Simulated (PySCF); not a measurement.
## How methods differ on the excitation energy of Sb⁺

Sb⁺ [Kr] 4d10 5s2 5p2 (3P) → Sb⁺ [Kr] 4d10 5s1 5p3, s spin flipped, as a difference of total energies. Calculation: PySCF 2.14, in dyall-av2z (22s16p12d, 130 functions); the non-relativistic Hamiltonian (point nucleus). Correlated levels: valence: [Kr] 4d10 frozen; virtual orbitals above 40 to 60 times the deepest correlated orbital energy dropped. The calculations carry no spin-orbit coupling.

```csv
method,excitation energy (eV)
UHF,9.831
PBE,7.600
PBE0,8.184
r2SCAN,8.022
TPSSh,7.961
B3LYP,8.080
r2SCAN0,8.480
SCS-MP2 (valence),8.459
```

**Question.** Estimate what MP2 (valence) gives.

**Answer.** 8.570 eV, closest to r2SCAN0 among the rows shown.

**Question.** Estimate what LDA gives.

**Answer.** 7.622 eV, closest to PBE among the rows shown.

The upper determinant mixes two multiplicities, so it lies between the two terms.
